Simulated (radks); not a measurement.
The numbers below are computed, except where a source is named.
How relativity changes the ionisation of the tin ion Sn3+ ([Kr] 4d10 5s1) to Sn4+ ([Kr] 4d10). Spin-unpolarised spherical Kohn-Sham, PBE, point nucleus unless stated (finite: rms radius 4.6519 fm), a radial shooting solver on a logarithmic mesh with Libxc functionals. A level marked "c x" has the speed of light scaled by that factor.

level,E(Sn3+) (hartree),E(Sn4+) (hartree),IE (eV),HOMO,<r> HOMO (bohr)
non-rel.,-6022.99121,-6021.53728,39.563,5s,2.195
scalar-rel.,-6175.29873,-6173.78743,41.125,5s,2.121
"scalar-rel., finite nucleus",-6175.13758,-6173.62632,41.123,5s,2.121
Dirac,-6177.09694,-6175.58571,41.123,5s1/2,2.121
"Dirac, finite nucleus",-6176.93531,-6175.42413,41.122,5s1/2,2.122
"Dirac, c x 0.85",-6242.23315,-6240.69697,41.802,5s1/2,2.091
"Dirac, c x 1.5",-6088.95009,-6087.47193,40.223,5s1/2,2.163
"Dirac, c x 100",-6023.00563,-6021.55169,39.564,5s1/2,2.195

NIST Atomic Spectra Database: 40.74 eV (measured). The relativistic part of the total energy of Sn3+ is -153.9 hartree (Dirac, finite nucleus), 2.6 % of the non-relativistic value. Spin polarisation and multiplet splitting of open shells are left out at every level.

Beside tabulated values, note that relativity, absent from the non-relativistic runs, is large for the heavy elements, and spin-unpolarised runs miss the spin-polarisation part of the exchange energy of open shells.
